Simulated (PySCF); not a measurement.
Cards and structures have been mixed up. Pair them.

Structures:
1. `C(C=C)c1cocc1`
2. `O->B(F)(F)F`
3. `CC#[N+][BH2-]COC`

Card P (geometry PBE0-D3(BJ)/def2-SVP):
* Rotational constants A, B, C: 5.007, 4.692, 4.613 GHz
* Static isotropic polarisability (CAM-B3LYP/def2-SVPD): 24.3 au
* Dipole moment (CAM-B3LYP/def2-SVPD): 4.69 D
* Lowest triplet excitation (Tamm–Dancoff) (TDA CAM-B3LYP/def2-SVPD): 8.64 eV
* Largest of the computed one-bond spin–spin couplings (means over like bonds) (B3LYP/pcJ-1): 17O–1H -85.4 (×2), 19F–11B -56.8 (×3), 17O–11B +2.7 Hz
* Core binding energies (ΔSCF SCAN, pcX-2 on the ionised atom, pcseg-1 elsewhere, spin-free X2C): B1s 200.8, O1s 542.4, F1s 692.9 (×3) eV

Card Q (geometry PBE0-D3(BJ)/def2-SVP):
* Rotational constants A, B, C: 6.016, 1.188, 1.051 GHz
* Static isotropic polarisability (CAM-B3LYP/def2-SVPD): 83.7 au
* Isotropic shieldings of nuclei other than C and H, by class (GIAO KT3/pcSseg-1): 42 (1 O) ppm
* Dipole moment (CAM-B3LYP/def2-SVPD): 0.64 D
* HOMO energy (CAM-B3LYP/def2-SVPD): -7.89 eV
* Point group: C1

Card R (geometry PBE0-D3(BJ)/def2-SVP):
- Rotational constants A, B, C: 4.378, 1.312, 1.056 GHz
- Static isotropic polarisability (PBE0/def2-SVPD): 83.6 au
- Point group: C1
- Strongest line among the 10 lowest singlet transitions (TDDFT PBE0/def2-SVPD): S7 at 6.45 eV (192 nm, f = 0.259)
- Lowest triplet excitation (Tamm–Dancoff) (TDA PBE0/def2-SVPD): 5.05 eV

Species are written as SMILES; each is one conformer at its optimised geometry, gas phase, non-relativistic unless stated. Electronic properties by PySCF. NMR classes are plain means over equivalent atoms (diastereotopic ones count apart unless rotation or inversion swaps them), as if these changed places fast.

Q: Which card belongs to which structure?

A: P = 2, Q = 1, R = 3. What ties each card to its structure:
- 1 (card Q), C7H8O, monoisotopic mass 108.1 u, 8 heavy atoms: an asymmetric top with C = 1.051 GHz, the lowest such constant on the cards; polarisability 83.7 au for 58 electrons; dipole 0.64 D.
- 2 (card P), BF3H2O, monoisotopic mass 86.0 u, 5 heavy atoms: core lines of B, F and O; a nearly prolate symmetric top with C = 4.613 GHz, the highest such constant on the cards; polarisability 24.3 au for 42 electrons; dipole 4.69 D.
- 3 (card R), C4H10BNO, monoisotopic mass 99.1 u, 7 heavy atoms: an asymmetric top with C = 1.056 GHz; polarisability 83.6 au for 54 electrons.
